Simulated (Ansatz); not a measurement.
TaO₂⁻. Charge -1, multiplicity 3. Geometry PBE-D4/def2-TZVPD; atoms count from 1.

```
atom   x (Å)   y (Å)   z (Å)
 Ta1   0.533   0.405   0.056
  O2   0.033  -0.778   1.289
  O3  -0.566   0.373  -1.345
```

In the def2 sets Ta takes a core potential; there is no spin–orbit coupling. The highest occupied level of the charge -1 triplet lies above zero (up to 0.23 eV). The electron is either unbound and held by the finite basis, or the level is raised by self-interaction error. At PBE0-D4/def2-TZVPD a broken-symmetry singlet of charge -1 lies 0.63 eV below the triplet, each at its own geometry. The structure comes from a short search, and lower isomers may exist.

(1) Estimate the Mulliken populations from the PBE0/def2-TZVPD orbitals of Ansatz.

(2) Where does the spin sit?

(3) And the Mayer bond orders between heavy atoms (over 0.3)?

Answers

(1) 
| atom | charge (e) | spin (α − β) | d electrons |
| --- | --- | --- | --- |
| Ta1 | 0.28 | 2.39 | 2.94 |
| O2 | -0.64 | -0.19 | – |
| O3 | -0.64 | -0.19 | – |
Mulliken values depend strongly on the basis. With diffuse functions, as here, like atoms can get unlike values, and bond orders can come out too low or too high.

(2) Summed by element: Ta 2.39, O -0.39, of 2 unpaired in all. Largest on single atoms: Ta1 2.39, O2 -0.19, O3 -0.19.

(3) Ta1–O2 1.67 (1.78 Å); Ta1–O3 1.67 (1.78 Å).
